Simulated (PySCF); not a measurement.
# Reading the logs of faulty runs: B2H4NO cation

These are calculations, not measurements. They come from PySCF 2.14.0, an open-source quantum chemistry program, on an isolated molecule that a program drew, which may never have been made. The molecule is B2H4NO cation (charge +1, singlet), drawn as the SMILES string `[BH+]B(N)O`.

Each row is a Hartree-Fock (HF) and frozen-core CCSD(T) single point in the cc-pVDZ basis, meant for a local HF minimum. Run 1 is clean. Each other run has one planted mistake out of seven kinds, and not every kind appears here: one electron removed, one electron added, multiplicity raised by two, geometry at a saddle point, minimal basis STO-3G, one bond length entered in bohr, all coordinates scaled. The reference is restricted for singlets and unrestricted otherwise, and also for a bond in bohr. Adding or removing an electron swaps singlet and doublet. Electrons count all cores. HOMO and LUMO are orbital energies over both spins, the gradient is its largest component, and the lowest frequency (negative if imaginary) is given only where the gradient is small. Bond lengths are over the 7 bonds as drawn. T1 is the CCSD diagnostic: over 0.02 (restricted) or 0.045 (unrestricted) a single reference is doubtful.

Geometry of the clean run:
```xyz
8
B2H4NO cation, angstrom
B     0.5498    0.3529   -0.0962
B    -0.6755   -0.2201    1.0259
N    -0.5562   -1.5544    1.3458
O    -1.6270    0.5856    1.5112
H     1.3850    0.7107   -0.8510
H     0.1370   -2.1895    1.0072
H    -1.2077   -1.9823    1.9805
H    -1.6837    1.4976    1.2734
```

| run | electrons | basis functions | <S^2> | HOMO (eV) | LUMO (eV) | gradient (hartree/bohr) | lowest frequency (cm^-1) | mean bond (Å) | longest bond (Å) | T1 | HF (hartree) | CCSD(T) (hartree) | mistake |
|---|---|---|---|---|---|---|---|---|---|---|---|---|---|
| 1 | 28 | 76 | 0.000 | -16.61 | -5.64 | 1.6e-05 | 232 | 1.2289 | 1.757 | 0.0188 | -180.78567 | -181.32056 | no fault |
| 2 | 29 | 76 | 0.763 | -7.43 | 1.93 | 5.1e-02 | - | 1.2289 | 1.757 | 0.0136 | -181.02453 | -181.56713 | one electron added |
| 3 | 28 | 24 | 0.000 | -14.74 | -3.32 | 5.7e-02 | - | 1.2289 | 1.757 | 0.0257 | -178.44424 | -178.64993 | ? |
| 4 | 28 | 76 | 0.000 | -16.13 | -5.64 | 6.7e-02 | - | 1.3285 | 1.900 | 0.0224 | -180.74003 | -181.29154 | ? |

**Which mistake was planted in run 3, and what did it cost?**

It has 24 basis functions where the clean run has 76, with the same electrons and geometry. So the mistake is: minimal basis STO-3G. Subtracting run 1 and multiplying by 627.51 kcal/mol a hartree, the energy moved by 1469.3 kcal/mol in HF and 1675.8 kcal/mol in CCSD(T).

**Which mistake was planted in run 4, and what did it cost?**

The mean and the longest bond both change by the same factor, 1.081, and the gradient is no longer small. So the mistake is: all coordinates scaled. Subtracting run 1 and multiplying by 627.51 kcal/mol a hartree, the energy moved by 28.6 kcal/mol in HF and 18.2 kcal/mol in CCSD(T).

Cautions from the logs. Run 3: T1 is over the limit, so its CCSD(T) energy is less reliable; run 4: T1 is over the limit, so its CCSD(T) energy is less reliable.
